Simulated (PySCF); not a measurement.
Spinor energies of Pd²⁺ (palladium, charge +2)

Start: [Kr] 4d8; 4d3/2 filled at m_j = -1/2, +1/2, +3/2; 4d5/2 filled at m_j = -3/2, -1/2, +1/2, +3/2, +5/2. Calculated with PySCF 2.14 in x2c-TZVPall-2c with one added diffuse shell each of s, p, d type (9s10p8d1f, 86 functions): generalised Hartree-Fock with the X2C-1e Hamiltonian and a Gaussian nucleus; one run each with spin-orbit coupling (SO) switched off, then screened by Boettger's factors. This is a chosen level, not necessarily the ground level.

```tsv
spinor shell	electrons	ε, spin-free (eV)	ε, screened SO (eV)	weight of nominal j (screened SO)	rms radius, screened SO (bohr)
1s1/2	2	-24501.2	-24499.4	1.000	0.0365
2s1/2	2	-3683.2	-3682.6	1.000	0.150
2p1/2	2	-3297.9	-3408.2	1.000	0.130
2p3/2	4	-3297.9	-3246.7	1.000	0.135
3s1/2	2	-721.14	-720.95	1.000	0.403
3p1/2	2	-591.30	-611.21	1.000	0.399
3p3/2	4	-591.30	-581.95	1.000	0.410
3d3/2	4	-385.44	-389.00	0.997	0.387
3d5/2	6	-385.44	-382.85	0.998	0.390
4s1/2	2	-130.40	-130.34	1.000	1.01
4p1/2	2	-90.699	-95.302	0.948	1.09
4p3/2	4	-90.699	-88.453	0.974	1.12
4d5/2	5	-34.412	-34.310	0.617	1.48
4d3/2	3	-34.412	-34.602	0.647	1.48
```

| quantity | spin-free | screened SO |
| --- | --- | --- |
| E (hartree) | -5041.44478 | -5042.31090 |
| M_J | 4 | 4 |
| ⟨J²⟩ | 20.008 | 20.008 |
| ⟨L²⟩ | 12.006 | 12.065 |
| ⟨S²⟩ | 2.002 | 2.002 |

Each row is a mean over spinors that exchange with the open shell spreads, by up to 7.965 eV (4p3/2).

Rows whose weight is well below 1 are mixtures of j = l ± 1/2: exchange outweighs spin-orbit coupling there, and the label is only the starting occupation.

Breit and QED terms are absent; they matter most for the inner s and p1/2 levels.

Densities and radii are taken from the X2C orbitals without a picture-change correction, which distorts them close to the nucleus.

Without spin-orbit coupling the j labels of p, d and f shells carry no meaning; the spin-free column gives the mean over the occupied spinors of each nl shell.
